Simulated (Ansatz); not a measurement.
Gas-phase electronic energies from Ansatz, PBE0-D4/def2-TZVP geometries. CBS: MP2 limit from def2 TZ/QZ plus the TZ coupled-cluster correction, frozen cores. This one scheme is used for every species. DFT in def2-TZVPP. B3LYP here is the variant with VWN-RPA as its local correlation; programs differ in this. For Se outer-core shells are correlated without core-valence functions, which leaves a few kJ/mol of doubt a bond. Scalar relativity is left out up to krypton. One conformer a species, not always the lowest.

`CC[SiH2][SeH]` + PH₃ → `CC[SiH2]P` + H₂Se  (ligand exchange at the Si–Se bond)

Problem. Is it downhill or uphill in electronic energy at CCSD(T)/CBS, and by how much? (An estimate is asked.)

Solution. The calculation gave: Uphill: ΔE = +11.2 kcal/mol.

Problem. What do these levels give: PBE-D4, r2SCAN-D4, ωB97X-V, ωB97M-V, B2PLYP, PBE, PBE0, B3LYP, SCS-MP2/def2-TZVPP, CCSD(T)/def2-TZVPP, HF/def2-QZVPP, MP2/CBS(def2)? (Estimate.)

Solution. Ansatz gave: PBE-D4 9.4, r2SCAN-D4 10.3, ωB97X-V 10.6, ωB97M-V 11.1, B2PLYP 11.2, PBE 9.6, PBE0 10.2, B3LYP 10.8, SCS-MP2/def2-TZVPP 11.8, CCSD(T)/def2-TZVPP 10.8, HF/def2-QZVPP 12.5, MP2/CBS(def2) 12.2 kcal/mol.

Largest T1 diagnostic among the species: 0.013.

In def2-TZVPP, CCSD(T) changes the Hartree–Fock value by −1.8 kcal/mol (the triples alone add −0.3 kcal/mol) and MP2 by −0.8 kcal/mol.
